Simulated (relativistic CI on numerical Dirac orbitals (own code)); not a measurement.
Calculated at this level of theory: Dirac-Coulomb-Breit CI, orbitals from a KLI potential per configuration, model QED (radiative potential, 1s self-energy scaled to tabulated hydrogen-like ionisation energies), unscaled Slater integrals (own radial code, finite nucleus).

The strongest absorption lines from the ground level of an ion, among the configurations computed and to levels below about 148 eV (vacuum wavelength in Å, gf): 102.46 (2.5), 103.88 (0.54), 104.75 (0.6), 105.28 (1.7), 109.16 (0.28), 110.88 (0.28), 111.45 (0.41), 113.99 (0.99).

Problem. Which ion is it?
A. Y¹⁵⁺
B. As⁹⁺
C. Br¹³⁺
D. Br¹¹⁺

Solution. D. Br¹¹⁺ has 24 electrons and the ground level 3s²3p⁶3d⁶ ⁵D4; the strongest line goes to 3s²3p⁵3d⁷ ⁵D°4. The pattern of lines fixes the number of electrons, and along that sequence the line energies rise steadily with the charge (about as its square where n changes within one kind of shell, about linearly where n is kept but much faster in heavy ions where fine structure, which grows about as Z⁴, sets the gap, and irregularly where shells cross), which fixes Z. Configurations outside the model, such as inner-shell arrays, can give stronger lines. At this charge energies of transitions that change n are usually good to better than 1 %, and those within a shell (Δn = 0) to a few per cent. Terms inside the open d or f shell come out 10 to 20 % too wide with unscaled integrals.

LS names give the leading component of a level, which can be under half, so a name can repeat, a term be missing and a line seem to break the LS rules.
